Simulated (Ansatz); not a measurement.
Steps of a relaxation of C₂H₆BNS (`BN=CSC`) with RKS PBE-D4/def2-SVP.

```sh
$ ansatz run in.yaml --threads 4 --pin off --events-out ev --progress --plain --max-ram 10444MiB
```

```yaml
crystal:
  periodic: [false, false, false]
  atoms:
    - {symbol: B, position_ang: [-1.431800, 1.763500, -0.853700]}
    - {symbol: N, position_ang: [-1.004100, 0.377500, -0.754500]}
    - {symbol: C, position_ang: [0.213800, 0.073100, -0.804300]}
    - {symbol: S, position_ang: [0.814100, -1.635000, -0.655800]}
    - {symbol: C, position_ang: [0.909800, -1.576900, 1.139800]}
    - {symbol: H, position_ang: [-0.710900, 2.713500, -0.992500]}
    - {symbol: H, position_ang: [-2.610300, 2.044900, -0.821900]}
    - {symbol: H, position_ang: [1.055100, 0.848100, -0.915100]}
    - {symbol: H, position_ang: [1.673400, -0.795300, 1.480100]}
    - {symbol: H, position_ang: [1.233800, -2.560500, 1.557100]}
    - {symbol: H, position_ang: [-0.077500, -1.309900, 1.641300]}
basis:
  gaussian: {orbitals: def2-SVP}
hamiltonian: {xc: pbe, dispersion: d4}
relax: {f_tol: 0.03, max_steps: 200}
```

Positions (Å) and forces (eV/Å) along the path, 11 of 23 steps:

```xyz
11
step=1 energy=-15155.0817 eV
B    -1.432    1.764   -0.854   -0.540    0.067   -0.063
N    -1.004    0.378   -0.754   -1.217    0.054    0.054
C     0.214    0.073   -0.804    1.655    0.439   -0.107
S     0.814   -1.635   -0.656   -0.124   -0.153   -0.373
C     0.910   -1.577    1.140    0.134    0.894    1.666
H    -0.711    2.713   -0.993    0.735    0.208   -0.039
H    -2.610    2.045   -0.822   -0.208   -0.237    0.074
H     1.055    0.848   -0.915   -0.434   -0.472    0.003
H     1.673   -0.795    1.480   -0.582   -0.701   -0.253
H     1.234   -2.561    1.557   -0.038    0.161   -0.380
H    -0.077   -1.310    1.641    0.618   -0.262   -0.583
11
step=4 energy=-15155.2942 eV
B    -1.436    1.781   -0.842    0.027   -0.125    0.118
N    -1.039    0.382   -0.664    0.095    0.300    0.240
C     0.198    0.117   -0.853    0.276   -0.179   -0.175
S     0.911   -1.538   -0.614    0.167    0.364    0.190
C     0.910   -1.563    1.227   -0.203   -0.284   -0.153
H    -0.581    2.653   -1.006   -0.107   -0.061    0.032
H    -2.620    2.053   -0.794    0.020    0.035   -0.089
H     0.963    0.874   -1.196   -0.238   -0.181   -0.146
H     1.600   -0.805    1.645   -0.001    0.004   -0.047
H     1.272   -2.578    1.488    0.003    0.077    0.050
H    -0.112   -1.433    1.627   -0.038    0.050   -0.019
11
step=5 energy=-15155.4077 eV
B    -1.418    1.767   -0.808   -0.087   -0.436    0.381
N    -1.011    0.376   -0.554    0.705    0.811   -0.059
C     0.212    0.125   -0.883    0.261   -0.261   -0.266
S     1.012   -1.488   -0.611    0.021    0.724    0.512
C     0.887   -1.567    1.241   -0.165   -0.100   -0.360
H    -0.581    2.639   -0.988    0.041    0.020   -0.029
H    -2.598    2.052   -0.779   -0.074   -0.053   -0.116
H     0.922    0.872   -1.387   -0.651   -0.610    0.096
H     1.549   -0.798    1.696   -0.123   -0.139   -0.091
H     1.251   -2.579    1.497    0.029   -0.004    0.082
H    -0.158   -1.454    1.596    0.043    0.048   -0.149
11
step=6 energy=-15155.5664 eV
B    -1.402    1.759   -0.762   -0.043   -0.609    0.483
N    -0.949    0.396   -0.438    1.108    1.081   -0.560
C     0.238    0.132   -0.907   -0.049   -0.488   -0.037
S     1.111   -1.434   -0.598   -0.190    0.938    0.593
C     0.862   -1.573    1.246   -0.068    0.064   -0.471
H    -0.590    2.642   -0.975    0.085    0.086   -0.037
H    -2.586    2.030   -0.766   -0.085   -0.148   -0.067
H     0.865    0.834   -1.571   -0.696   -0.723    0.324
H     1.493   -0.799    1.739   -0.168   -0.169   -0.076
H     1.226   -2.580    1.512    0.010   -0.066    0.053
H    -0.203   -1.463    1.541    0.095    0.035   -0.206
11
step=9 energy=-15156.1981 eV
B    -1.325    1.729   -0.586   -0.534    0.458    0.291
N    -0.656    0.519   -0.351    0.949    0.177   -1.017
C     0.344    0.068   -1.027    0.229   -0.468    0.021
S     1.326   -1.330   -0.533   -0.131    0.283    0.110
C     0.791   -1.499    1.214   -0.073    0.183   -0.198
H    -0.675    2.770   -0.642   -0.147   -0.039    0.095
H    -2.549    1.750   -0.680    0.166   -0.029   -0.027
H     0.728    0.488   -2.025   -0.535   -0.476    0.817
H     1.358   -0.752    1.807   -0.149   -0.090    0.060
H     1.027   -2.522    1.574   -0.067    0.103   -0.167
H    -0.303   -1.278    1.270    0.291   -0.102    0.014
11
step=10 energy=-15156.3632 eV
B    -1.316    1.731   -0.549   -0.393    0.227    0.296
N    -0.595    0.544   -0.402    0.635    0.310   -1.036
C     0.360    0.018   -1.076    0.075   -0.143    0.066
S     1.358   -1.326   -0.524    0.014   -0.007    0.142
C     0.788   -1.462    1.211   -0.099    0.133   -0.182
H    -0.711    2.796   -0.448   -0.148   -0.066    0.073
H    -2.534    1.713   -0.715    0.192   -0.033    0.028
H     0.690    0.364   -2.110   -0.359   -0.333    0.656
H     1.340   -0.731    1.837   -0.070   -0.042   -0.006
H     0.986   -2.491    1.574   -0.072    0.093   -0.125
H    -0.300   -1.214    1.223    0.224   -0.140    0.091
11
step=11 energy=-15156.5497 eV
B    -1.312    1.727   -0.497   -0.127    0.242    0.162
N    -0.508    0.598   -0.546    0.131    0.378   -0.527
C     0.416   -0.034   -1.150   -0.040    0.167   -0.186
S     1.371   -1.366   -0.516   -0.019   -0.039    0.196
C     0.761   -1.427    1.205    0.034    0.072   -0.083
H    -0.785    2.820   -0.266   -0.058   -0.250    0.078
H    -2.537    1.704   -0.639    0.294   -0.239    0.017
H     0.733    0.232   -2.200   -0.187   -0.274    0.422
H     1.280   -0.666    1.822   -0.016   -0.020   -0.027
H     0.973   -2.438    1.608   -0.077    0.078   -0.091
H    -0.327   -1.206    1.201    0.065   -0.115    0.038
11
step=14 energy=-15156.7360 eV
B    -1.207    1.666   -0.346    0.075   -0.020    0.063
N    -0.309    0.764   -0.848   -0.793    0.774    0.576
C     0.506   -0.046   -1.320    0.854   -0.828   -0.629
S     1.324   -1.397   -0.511   -0.063    0.068    0.056
C     0.634   -1.290    1.166   -0.015    0.058   -0.033
H    -0.804    2.733    0.093   -0.007   -0.052    0.006
H    -2.392    1.382   -0.334   -0.042    0.017   -0.044
H     0.822   -0.015   -2.387   -0.013    0.005   -0.034
H     1.065   -0.433    1.718   -0.007   -0.026    0.010
H     0.894   -2.238    1.671    0.012    0.016    0.027
H    -0.468   -1.184    1.118   -0.001   -0.010    0.004
11
step=16 energy=-15156.7494 eV rejected
B    -1.178    1.627   -0.299   -0.002    0.023    0.026
N    -0.281    0.757   -0.851    0.078   -0.030    0.012
C     0.538   -0.062   -1.343   -0.056   -0.062   -0.119
S     1.288   -1.445   -0.531   -0.013    0.142    0.105
C     0.597   -1.250    1.139   -0.004   -0.088   -0.025
H    -0.783    2.686    0.163    0.006   -0.033    0.051
H    -2.362    1.329   -0.282   -0.012    0.034   -0.054
H     0.859   -0.011   -2.406   -0.024   -0.005   -0.023
H     1.004   -0.347    1.632    0.006    0.002    0.009
H     0.890   -2.155    1.704    0.022    0.014    0.025
H    -0.507   -1.186    1.093   -0.001    0.004   -0.007
11
step=22 energy=-15156.7588 eV
B    -1.156    1.631   -0.286   -0.004    0.006   -0.008
N    -0.283    0.754   -0.867   -0.001    0.010    0.001
C     0.524   -0.074   -1.363   -0.004   -0.012    0.006
S     1.284   -1.437   -0.527    0.004    0.002    0.002
C     0.580   -1.252    1.136   -0.006   -0.007    0.024
H    -0.724    2.643    0.243    0.000   -0.003    0.001
H    -2.353    1.393   -0.316    0.006   -0.002    0.003
H     0.850   -0.025   -2.425   -0.001    0.003    0.002
H     0.875   -0.281    1.581   -0.012   -0.035   -0.014
H     0.994   -2.081    1.741   -0.020    0.036   -0.020
H    -0.525   -1.328    1.104    0.039    0.002    0.005
11
step=23 energy=-15156.7589 eV
B    -1.156    1.633   -0.289   -0.001   -0.006    0.016
N    -0.284    0.754   -0.866   -0.004    0.009   -0.001
C     0.524   -0.074   -1.362    0.006   -0.008    0.002
S     1.284   -1.437   -0.527   -0.002    0.004    0.002
C     0.580   -1.253    1.136    0.000   -0.003    0.005
H    -0.724    2.644    0.242   -0.002    0.000   -0.007
H    -2.353    1.393   -0.315    0.004    0.003   -0.006
H     0.850   -0.025   -2.424   -0.002    0.000   -0.002
H     0.874   -0.283    1.582   -0.003   -0.008   -0.005
H     0.994   -2.081    1.741   -0.004    0.008   -0.004
H    -0.524   -1.329    1.105    0.009    0.000    0.000
```

Run time 27 s (4 threads of an Arm Neoverse V1 on a shared host); peak host memory 0.15 GiB.
